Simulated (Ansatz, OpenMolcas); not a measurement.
# C2H6Cl2Si (dichlorodimethylsilane): methods side by side

C2H6Cl2Si has 11 atoms, charge 0, and is taken as a singlet. SMILES: `C[Si](C)(Cl)Cl`. Geometry: relaxed at PBE0-D4/def2-TZVP.

```xyz
11

C    -1.4748    0.2603    0.5696
Si    0.0494    0.4008   -0.4704
C     1.4139   -0.7536    0.0093
Cl   -0.4578    0.0396   -2.4320
Cl    0.7504    2.3322   -0.3517
H    -1.2409    0.4761    1.6150
H    -2.2350    0.9668    0.2319
H    -1.8863   -0.7498    0.5035
H     1.7244   -0.5651    1.0399
H     2.2780   -0.6169   -0.6432
H     1.0786   -1.7904   -0.0719
```

Quantity: the energy change with the Si2–Cl5 bond stretched from 2.058 to 3.087 Å, in eV. The values are calculated.

```
                                                 level                    kind     program  value (eV)  less CCSD(T)/def2-SVP
                            BLYP/def2-SVP (restricted)                     GGA  OpenMolcas        2.17                  -0.59
                          revPBE/def2-SVP (restricted)                     GGA  OpenMolcas        2.27                  -0.49
                            TPSS/def2-SVP (restricted)                meta-GGA  OpenMolcas        2.42                  -0.34
                          r2SCAN/def2-SVP (restricted)                meta-GGA      Ansatz        2.58                  -0.18
                         r2SCAN0/def2-SVP (restricted)         hybrid meta-GGA      Ansatz        2.79                  +0.03
                         wB97M-V/def2-SVP (restricted)  range-separated hybrid      Ansatz        2.85                  +0.09
CCSD(T)/def2-SVP (Cholesky decomposition) (restricted)   coupled cluster or CI  OpenMolcas        2.76                   0.00
                            CCSD/def2-SVP (restricted)   coupled cluster or CI      Ansatz        2.85                  +0.09
```

Differences are taken from CCSD(T)/def2-SVP (Cholesky decomposition) (restricted) for orientation; it has basis-set and higher-order errors of its own. The first shape isn't each level's own minimum. The values span 2.17 to 2.85 eV.
